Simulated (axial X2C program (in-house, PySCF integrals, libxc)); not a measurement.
# What spin–orbit coupling does to CoN

Calculated with an in-house all-electron X2C program for linear molecules (integrals from PySCF). Spin-free means the one-electron spin-free X2C Hamiltonian; two-component (2c) means X2C with spin–orbit coupling and atomic mean-field two-electron Coulomb and Gaunt terms, so the difference of the two also holds small scalar two-electron terms. Basis: Co dyall-cv3z [9s10p6d3f2g], N dyall-av3z [7s7p3d2f] (cores contracted in-house); Gaussian nuclei, density fitting, unrestricted open shells. Masses: Co 58.933 u, N 14.003 u.

Spin-free state: M_S = 2, Λ = 2 (beyond evenly filled blocks: σα, π+α, π-α, δ+α, δ+β, δ-α); fragments Co + N.

| level | Re (Å) | ωe (cm⁻¹) | De (eV) | μ (D) |
| --- | --- | --- | --- | --- |
| PBE0 | 1.606 | 723.6 | 2.299 | -4.16 |
| TPSSh | 1.605 | 794.8 | 2.919 | -3.90 |

Dipoles are positive if N is the positive end.

Two-component determinant lowest at the distance of the search:

Ω = 4 (⟨Sz⟩ = 2.00, ⟨Lz⟩ = 2.00 at PBE0); fragments Co + N.

| level | Re (Å) | ωe (cm⁻¹) | μ (D) |
| --- | --- | --- | --- |
| PBE0 | 1.606 | 723.8 | -4.16 |
| TPSSh | 1.605 | 794.7 | -3.90 |

Q: From the two tables, how do the constants change at the PBE0 level (2c against spin-free)?

A: At the PBE0 level Re is unchanged within 0.001 Å and ωe is unchanged to within 0.2 cm⁻¹.

The state is one determinant whose occupation by symmetry is held fixed; it was picked as the lowest of a PBE0 search that is not exhaustive. De is counted from the lowest determinant-based energies of the atoms at the same level, without counterpoise correction. De is not given where an atomic determinant may have missed its ground term or J level, or where the truncated virtual space spoils (T). Density functionals use the spin component along the axis (collinear). PBE0 can misorder states that lie within some tenths of an eV, so this need not be the ground state of the molecule. The nearest other spin-free determinant of the search, M_S = 1, Λ = 1, lies 0.63 eV up at the distance of the search. Without a current term, density functionals place determinants with orbital angular momentum somewhat too high. With several unpaired electrons one determinant need not be a pure state. Open-shell Ω = 0 determinants with evenly filled partner blocks cannot be reached by this program, so the Ω shown need not be the lowest component.
